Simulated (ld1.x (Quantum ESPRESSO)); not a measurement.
**An all-electron radial function and its pseudo partner (lead (Pb))**

Columns: radius, all-electron u(r) and pseudo u(r) of the 6s shell (level -19.31 eV) of lead in the configuration [Xe] 4f14 5d10 6s2 6p1; PBEsol, scalar-relativistic, TM scheme, ld1.x (Quantum ESPRESSO) 7.5.

```
r (bohr)  all-electron   pseudo
   0.135        0.1772  -0.0226
   0.270       -0.2325  -0.0469
   0.405       -0.0862  -0.0747
   0.540        0.2546  -0.1081
   0.675        0.3902  -0.1493
   0.810        0.3108  -0.2011
   0.945        0.1146  -0.2658
   1.080       -0.1135  -0.3450
   1.215       -0.3241  -0.4373
   1.350       -0.4954  -0.5366
   1.485       -0.6222  -0.6315
   1.620       -0.7071  -0.7079
   1.755       -0.7563  -0.7563
   1.890       -0.7767  -0.7767
   2.025       -0.7749  -0.7749
   2.160       -0.7565  -0.7565
   2.295       -0.7263  -0.7263
   2.430       -0.6880  -0.6880
   2.565       -0.6447  -0.6447
   2.700       -0.5987  -0.5987
   2.835       -0.5518  -0.5518
   2.970       -0.5053  -0.5053
   3.105       -0.4601  -0.4601
   3.240       -0.4170  -0.4170
   3.375       -0.3762  -0.3762
   3.510       -0.3382  -0.3382
```

Q: How many radial nodes do the two functions have?

A: The all-electron 6s function has n − l − 1 = 5 (the table is too coarse to show those close to the nucleus); the pseudo-wave has 0, since the states of the same l below it are removed with the core.

Q: At about which radius was the pseudo-wave matched?

A: 1.80 bohr, where the columns begin to agree (steps of 0.14 bohr).

Q: Is the pseudo-wave norm-conserving?

A: Yes: the TM scheme keeps the norm inside the radius equal to the all-electron one, which fixes the energy derivative of the logarithmic derivative at the level.
